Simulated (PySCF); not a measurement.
# `InChI=1S/C4HF2N/c5-2-1-4(6)3-7/h2H`

Geometry (Å), atoms numbered from 1 in this order:
```xyz
8

N    -2.2860    1.8492   -0.1794
C    -1.6765    0.8827   -0.0429
C    -0.9033   -0.3057    0.1266
F    -1.5856   -1.4302   -0.1019
C     0.3509   -0.2999    0.4755
C     1.6198   -0.2443    0.7466
F     2.0924   -0.2545    1.9867
H     2.3992   -0.1905   -0.0069
```

Level of theory: PySCF, TDDFT CAM-B3LYP/def2-TZVPD circular dichroism and optical rotation, one conformer, gas phase. Geometry: PBE0-D3(BJ)/def2-TZVP.

No stereocentre is labelled: unless the shape is locked (an allene, a helicene, a hindered biaryl), the mirror image is equally populated and a measured rotation or CD is zero.

Task: Give the optical rotatory dispersion at 633, 589.3, 546, 436, 405, 365, 355 nm.

Result: [α] in deg dm⁻¹ (g/mL)⁻¹:
```
λ (nm)  origin-invariant length gauge  modified velocity gauge  length gauge (centre of mass)  isotropic polarisability (au)
   633                         +115.3                   +112.2                         +115.4                           60.4
 589.3                         +136.7                   +133.1                         +136.9                           60.8
   546                         +165.0                   +160.7                         +165.2                           61.2
   436                         +301.2                   +293.6                         +301.5                           63.2
   405                         +375.6                   +366.3                         +375.9                           64.1
   365                         +529.0                   +516.3                         +529.3                           65.8
   355                         +584.6                   +570.7                         +584.9                           66.4
```

Task: And for the mirror image at 589.3 nm?

Result: -136.7 deg dm⁻¹ (g/mL)⁻¹ (origin-invariant length gauge): the same size and the opposite sign.

Task: What is the molar rotation [Φ] = [α]·M/100 of the geometry above at 589.3 nm?

Result: With M = 101.06 g/mol, +138.2 deg cm² dmol⁻¹ (origin-invariant length gauge).

The first excitation lies at 5.05 eV (246 nm) with R = +3.4 × 10⁻⁴⁰ esu² cm² (velocity form).
